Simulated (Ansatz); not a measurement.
`S[SiH]1[NH][GeH2]1`. Charge 0, multiplicity 1. Geometry: relaxed with PBE0-D4/def2-TZVP. It is one conformer, not always the lowest.

```xyz
9

S    -2.051   -0.396   -1.425
Si   -0.147   -0.581   -0.483
N     0.779    0.822   -0.338
Ge    0.452    0.445    1.484
H    -2.065   -1.673   -1.839
H     0.452   -1.850   -0.973
H     1.246    1.522   -0.890
H    -0.403    1.526    2.171
H     1.738    0.185    2.293
```

(1) What is the dipole moment at ωB97M-V/def2-TZVPP? (Best estimate.)

(2) And with PBE, r2SCAN, B3LYP? (Best estimate.)

(3) Give the Mulliken charges with ωB97M-V, PBE, B3LYP in def2-TZVPP. (Estimate.)

## Answers

(1) Ansatz gave: 0.85 D, with components (0.71, -0.42, -0.19) D in this frame, pointing from negative to positive charge.

(2) The calculation gave: PBE 0.82 D, r2SCAN 0.87 D, B3LYP 0.84 D.

(3) The calculation gave: 
```
atom  ωB97M-V    PBE  B3LYP
  S1    -0.24  -0.24  -0.26
 Si2     0.38   0.35   0.43
  N3    -0.44  -0.39  -0.45
 Ge4     0.08   0.12   0.13
  H5     0.12   0.12   0.11
  H6    -0.04  -0.07  -0.08
  H7     0.11   0.14   0.13
  H8     0.01  -0.01  -0.01
  H9     0.01  -0.01  -0.01
```

B3LYP here is the variant with VWN-RPA as its local correlation; programs differ in this.
